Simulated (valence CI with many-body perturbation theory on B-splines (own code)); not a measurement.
**Which ion has this spectrum?**

A relativistic CI+MBPT calculation for an atom or ion with 15 electrons gives these levels (Ry):

```
  J  Parity       E     g
3/2     odd   0.000  1.34
3/2    even  16.585  0.78
5/2    even  23.129  1.20
3/2     odd  23.457  1.45
5/2     odd  24.312  1.19
1/2     odd  25.421  0.65
5/2    even  36.001  1.46
3/2    even  38.160  1.15
1/2    even  38.288  2.05
5/2    even  39.861  0.96
1/2    even  40.096  0.21
3/2    even  40.110  0.90
7/2    even  40.751  1.02
5/2    even  42.893  1.16
```

The energies are calculated, and their last digits are not significant.

Task: Which is it?
A. Lu56+
B. Re60+
C. Os61+
D. Ta58+

Result: D. Ta58+, ground level (3s^2 3p1/2^2 3p3/2) J=3/2.
